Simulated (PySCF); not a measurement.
C2H8O2Si. Atoms are numbered in the order given.

```xyz
13

C      2.1723    -0.3091     0.2781
Si     0.4664     0.1873    -0.3384
O     -0.2104     1.4617     0.5672
C     -0.8694    -1.1294    -0.0418
O     -2.1503    -0.5207    -0.1703
H      2.9144     0.5046     0.1464
H      2.5417    -1.1930    -0.2832
H      2.1395    -0.5745     1.3544
H      0.5354     0.6021    -1.7884
H     -0.0098     2.3599     0.2557
H     -0.7161    -1.6097     0.9607
H     -0.7984    -1.9532    -0.7852
H     -2.0668     0.3435     0.2840
```

Geometry: PBE-D3(BJ)/def2-SVP. The structure was generated by enumeration; whether it is a known compound was not checked. The values are those of a single conformer.

The numbers are results of PBE-D3(BJ)/def2-SVP (PySCF), not measurements.

Frequencies are harmonic and unscaled.

Computed vibrational spectrum:
| mode | ν (cm⁻¹) | IR (km/mol) | moving atoms (share of kinetic energy) |
|---|---|---|---|
| 1 | 100 | 3.6 | O 38 %, H 29 %, C 26 % |
| 2 | 139 | 2.7 | H 50 %, O 27 %, C 13 %, Si 10 % |
| 3 | 145 | 0.6 | H 69 %, O 18 %, C 9 % |
| 4 | 205 | 73.3 | H 72 %, O 19 % |
| 5 | 223 | 2.5 | O 46 %, H 34 %, C 16 % |
| 6 | 267 | 14.6 | H 36 %, Si 26 %, O 22 %, C 15 % |
| 7 | 353 | 10.2 | O 32 %, H 32 %, C 20 %, Si 16 % |
| 8 | 501 | 113.5 | H 90 % |
| 9 | 601 | 19.8 | H 71 %, C 22 % |
| 10 | 641 | 34.6 | H 54 %, C 34 %, O 9 % |
| 11 | 665 | 9.3 | H 53 %, C 31 %, Si 11 % |
| 12 | 718 | 78.6 | H 58 %, Si 20 %, C 18 % |
| 13 | 757 | 35.6 | H 63 %, C 26 %, Si 9 % |
| 14 | 797 | 64.0 | O 47 %, H 26 %, Si 22 % |
| 15 | 825 | 109.8 | H 66 %, C 17 %, Si 10 % |
| 16 | 867 | 161.0 | H 73 %, Si 13 %, C 12 % |
| 17 | 913 | 69.9 | H 62 %, Si 24 %, O 8 % |
| 18 | 1042 | 85.3 | O 46 %, C 41 %, H 13 % |
| 19 | 1142 | 24.4 | H 88 %, C 11 % |
| 20 | 1217 | 28.1 | H 78 %, C 22 % |
| 21 | 1230 | 3.8 | H 78 %, C 20 % |
| 22 | 1367 | 54.4 | H 82 %, C 12 % |
| 23 | 1378 | 2.4 | H 96 % |
| 24 | 1382 | 4.0 | H 96 % |
| 25 | 1410 | 19.5 | H 95 % |
| 26 | 2134 | 151.4 | H 97 % |
| 27 | 2867 | 57.5 | H 94 % |
| 28 | 2971 | 1.8 | H 97 % |
| 29 | 3002 | 17.3 | H 92 %, C 8 % |
| 30 | 3068 | 3.9 | H 91 %, C 9 % |
| 31 | 3077 | 3.4 | H 91 %, C 9 % |
| 32 | 3618 | 52.4 | H 94 % |
| 33 | 3783 | 82.4 | H 94 % |
